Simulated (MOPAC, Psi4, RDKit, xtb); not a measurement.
Relaxed torsion scan: SMILES C/C=C\CC. Scanned: dihedral C2–C3–C4–C5; all other coordinates were relaxed at GFN2-xTB. Points at φ and −φ are mirror images. Heavy atoms are numbered in the order of the SMILES C/C=C\CC, hydrogens after them in the order of the atoms that carry them; the mirror image has the same energies with the sign of each dihedral reversed.

Levels of theory: PM6, restricted, heats of formation // GFN2-xTB (MOPAC); UFF // GFN2-xTB (RDKit); GFN1-xTB // GFN2-xTB (xtb); PBE-D3(BJ)/def2-TZVP // GFN2-xTB (Psi4).

Energies relative to the lowest point of each profile, in kcal/mol; the last columns give the difference from PBE-D3(BJ):

```json
[
 {"φ / °": "-165", "PM6": "0.0", "UFF": "1.0", "GFN1-xTB": "0.5", "PBE-D3(BJ)/def2-TZVP": "0.9", "PM6 − PBE-D3(BJ)/def2-TZVP": "-0.8", "UFF − PBE-D3(BJ)/def2-TZVP": "0.1", "GFN1-xTB − PBE-D3(BJ)/def2-TZVP": "-0.4"},
 {"φ / °": "-150", "PM6": "0.1", "UFF": "2.8", "GFN1-xTB": "0.3", "PBE-D3(BJ)/def2-TZVP": "0.5", "PM6 − PBE-D3(BJ)/def2-TZVP": "-0.4", "UFF − PBE-D3(BJ)/def2-TZVP": "2.3", "GFN1-xTB − PBE-D3(BJ)/def2-TZVP": "-0.2"},
 {"φ / °": "-135", "PM6": "0.2", "UFF": "3.8", "GFN1-xTB": "0.2", "PBE-D3(BJ)/def2-TZVP": "0.2", "PM6 − PBE-D3(BJ)/def2-TZVP": "0.1", "UFF − PBE-D3(BJ)/def2-TZVP": "3.7", "GFN1-xTB − PBE-D3(BJ)/def2-TZVP": "0.0"},
 {"φ / °": "-120", "PM6": "0.3", "UFF": "3.8", "GFN1-xTB": "0.0", "PBE-D3(BJ)/def2-TZVP": "0.0", "PM6 − PBE-D3(BJ)/def2-TZVP": "0.3", "UFF − PBE-D3(BJ)/def2-TZVP": "3.8", "GFN1-xTB − PBE-D3(BJ)/def2-TZVP": "0.0"},
 {"φ / °": "-105", "PM6": "0.4", "UFF": "3.1", "GFN1-xTB": "0.0", "PBE-D3(BJ)/def2-TZVP": "0.1", "PM6 − PBE-D3(BJ)/def2-TZVP": "0.3", "UFF − PBE-D3(BJ)/def2-TZVP": "3.0", "GFN1-xTB − PBE-D3(BJ)/def2-TZVP": "-0.1"},
 {"φ / °": "-90", "PM6": "0.5", "UFF": "1.8", "GFN1-xTB": "0.0", "PBE-D3(BJ)/def2-TZVP": "0.4", "PM6 − PBE-D3(BJ)/def2-TZVP": "0.0", "UFF − PBE-D3(BJ)/def2-TZVP": "1.4", "GFN1-xTB − PBE-D3(BJ)/def2-TZVP": "-0.4"},
 {"φ / °": "-75", "PM6": "0.6", "UFF": "0.6", "GFN1-xTB": "0.3", "PBE-D3(BJ)/def2-TZVP": "0.9", "PM6 − PBE-D3(BJ)/def2-TZVP": "-0.3", "UFF − PBE-D3(BJ)/def2-TZVP": "-0.3", "GFN1-xTB − PBE-D3(BJ)/def2-TZVP": "-0.6"},
 {"φ / °": "-60", "PM6": "1.2", "UFF": "1.3", "GFN1-xTB": "1.1", "PBE-D3(BJ)/def2-TZVP": "1.9", "PM6 − PBE-D3(BJ)/def2-TZVP": "-0.6", "UFF − PBE-D3(BJ)/def2-TZVP": "-0.6", "GFN1-xTB − PBE-D3(BJ)/def2-TZVP": "-0.8"},
 {"φ / °": "-45", "PM6": "2.0", "UFF": "4.0", "GFN1-xTB": "2.1", "PBE-D3(BJ)/def2-TZVP": "3.2", "PM6 − PBE-D3(BJ)/def2-TZVP": "-1.1", "UFF − PBE-D3(BJ)/def2-TZVP": "0.8", "GFN1-xTB − PBE-D3(BJ)/def2-TZVP": "-1.1"},
 {"φ / °": "-30", "PM6": "2.7", "UFF": "6.5", "GFN1-xTB": "2.7", "PBE-D3(BJ)/def2-TZVP": "3.9", "PM6 − PBE-D3(BJ)/def2-TZVP": "-1.2", "UFF − PBE-D3(BJ)/def2-TZVP": "2.7", "GFN1-xTB − PBE-D3(BJ)/def2-TZVP": "-1.1"},
 {"φ / °": "-15", "PM6": "3.2", "UFF": "8.4", "GFN1-xTB": "3.0", "PBE-D3(BJ)/def2-TZVP": "4.0", "PM6 − PBE-D3(BJ)/def2-TZVP": "-0.8", "UFF − PBE-D3(BJ)/def2-TZVP": "4.3", "GFN1-xTB − PBE-D3(BJ)/def2-TZVP": "-1.0"},
 {"φ / °": "0", "PM6": "3.3", "UFF": "9.2", "GFN1-xTB": "3.0", "PBE-D3(BJ)/def2-TZVP": "4.0", "PM6 − PBE-D3(BJ)/def2-TZVP": "-0.7", "UFF − PBE-D3(BJ)/def2-TZVP": "5.1", "GFN1-xTB − PBE-D3(BJ)/def2-TZVP": "-1.0"},
 {"φ / °": "15", "PM6": "3.2", "UFF": "8.4", "GFN1-xTB": "3.0", "PBE-D3(BJ)/def2-TZVP": "4.0", "PM6 − PBE-D3(BJ)/def2-TZVP": "-0.8", "UFF − PBE-D3(BJ)/def2-TZVP": "4.3", "GFN1-xTB − PBE-D3(BJ)/def2-TZVP": "-1.0"},
 {"φ / °": "30", "PM6": "2.7", "UFF": "6.5", "GFN1-xTB": "2.7", "PBE-D3(BJ)/def2-TZVP": "3.9", "PM6 − PBE-D3(BJ)/def2-TZVP": "-1.2", "UFF − PBE-D3(BJ)/def2-TZVP": "2.7", "GFN1-xTB − PBE-D3(BJ)/def2-TZVP": "-1.1"},
 {"φ / °": "45", "PM6": "2.0", "UFF": "4.0", "GFN1-xTB": "2.1", "PBE-D3(BJ)/def2-TZVP": "3.2", "PM6 − PBE-D3(BJ)/def2-TZVP": "-1.1", "UFF − PBE-D3(BJ)/def2-TZVP": "0.8", "GFN1-xTB − PBE-D3(BJ)/def2-TZVP": "-1.1"},
 {"φ / °": "60", "PM6": "1.2", "UFF": "1.3", "GFN1-xTB": "1.1", "PBE-D3(BJ)/def2-TZVP": "1.9", "PM6 − PBE-D3(BJ)/def2-TZVP": "-0.6", "UFF − PBE-D3(BJ)/def2-TZVP": "-0.6", "GFN1-xTB − PBE-D3(BJ)/def2-TZVP": "-0.8"},
 {"φ / °": "75", "PM6": "0.6", "UFF": "0.6", "GFN1-xTB": "0.3", "PBE-D3(BJ)/def2-TZVP": "0.9", "PM6 − PBE-D3(BJ)/def2-TZVP": "-0.3", "UFF − PBE-D3(BJ)/def2-TZVP": "-0.3", "GFN1-xTB − PBE-D3(BJ)/def2-TZVP": "-0.6"},
 {"φ / °": "90", "PM6": "0.5", "UFF": "1.8", "GFN1-xTB": "0.0", "PBE-D3(BJ)/def2-TZVP": "0.4", "PM6 − PBE-D3(BJ)/def2-TZVP": "0.0", "UFF − PBE-D3(BJ)/def2-TZVP": "1.4", "GFN1-xTB − PBE-D3(BJ)/def2-TZVP": "-0.4"},
 {"φ / °": "105", "PM6": "0.4", "UFF": "3.1", "GFN1-xTB": "0.0", "PBE-D3(BJ)/def2-TZVP": "0.1", "PM6 − PBE-D3(BJ)/def2-TZVP": "0.3", "UFF − PBE-D3(BJ)/def2-TZVP": "3.0", "GFN1-xTB − PBE-D3(BJ)/def2-TZVP": "-0.1"},
 {"φ / °": "120", "PM6": "0.3", "UFF": "3.8", "GFN1-xTB": "0.0", "PBE-D3(BJ)/def2-TZVP": "0.0", "PM6 − PBE-D3(BJ)/def2-TZVP": "0.3", "UFF − PBE-D3(BJ)/def2-TZVP": "3.8", "GFN1-xTB − PBE-D3(BJ)/def2-TZVP": "0.0"},
 {"φ / °": "135", "PM6": "0.2", "UFF": "3.8", "GFN1-xTB": "0.2", "PBE-D3(BJ)/def2-TZVP": "0.2", "PM6 − PBE-D3(BJ)/def2-TZVP": "0.1", "UFF − PBE-D3(BJ)/def2-TZVP": "3.7", "GFN1-xTB − PBE-D3(BJ)/def2-TZVP": "0.0"},
 {"φ / °": "150", "PM6": "0.1", "UFF": "2.8", "GFN1-xTB": "0.3", "PBE-D3(BJ)/def2-TZVP": "0.5", "PM6 − PBE-D3(BJ)/def2-TZVP": "-0.4", "UFF − PBE-D3(BJ)/def2-TZVP": "2.3", "GFN1-xTB − PBE-D3(BJ)/def2-TZVP": "-0.2"},
 {"φ / °": "165", "PM6": "0.0", "UFF": "1.0", "GFN1-xTB": "0.5", "PBE-D3(BJ)/def2-TZVP": "0.9", "PM6 − PBE-D3(BJ)/def2-TZVP": "-0.8", "UFF − PBE-D3(BJ)/def2-TZVP": "0.1", "GFN1-xTB − PBE-D3(BJ)/def2-TZVP": "-0.4"},
 {"φ / °": "180", "PM6": "0.0", "UFF": "0.0", "GFN1-xTB": "0.5", "PBE-D3(BJ)/def2-TZVP": "1.0", "PM6 − PBE-D3(BJ)/def2-TZVP": "-1.0", "UFF − PBE-D3(BJ)/def2-TZVP": "-1.0", "GFN1-xTB − PBE-D3(BJ)/def2-TZVP": "-0.5"}
]
```

PM6 is furthest from PBE-D3(BJ)/def2-TZVP at -30 (-1.2 kcal/mol, below); its mean absolute difference over the points is 0.6 kcal/mol.

UFF is furthest from PBE-D3(BJ)/def2-TZVP at 0 (5.1 kcal/mol, above); its mean absolute difference over the points is 2.2 kcal/mol.

GFN1-xTB is furthest from PBE-D3(BJ)/def2-TZVP at -30 (-1.1 kcal/mol, below); its mean absolute difference over the points is 0.5 kcal/mol.
